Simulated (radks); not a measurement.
Q: Species: Ni8+. Configuration: [Ar] 3d2. All-electron calculation, scalar-relativistic Kohn-Sham, PBE, spin-unpolarised, spherical densities, point nucleus. Program: a radial shooting solver on a logarithmic mesh with Libxc functionals. Some entries of the table are withheld. Estimate them.

orbital,occ.,eigenvalue (hartree),<r> (bohr),<r^2> (bohr^2)
1s,2,-308.7267,0.05410,0.003937
2s,2,-43.18522,(1),0.07056
2p,6,-38.13909,0.2151,0.05672
3s,2,-10.38239,0.6904,0.5446
3p,6,(2),0.7013,0.5700
3d,2,-6.45885,0.6957,0.5766
4s,0,-4.09149,1.549,2.689
4p,0,-3.60906,(3),3.016

A: 
(1) 2s <r> (bohr): 0.2446
(2) 3p eigenvalue (hartree): -8.86443
(3) 4p <r> (bohr): 1.636
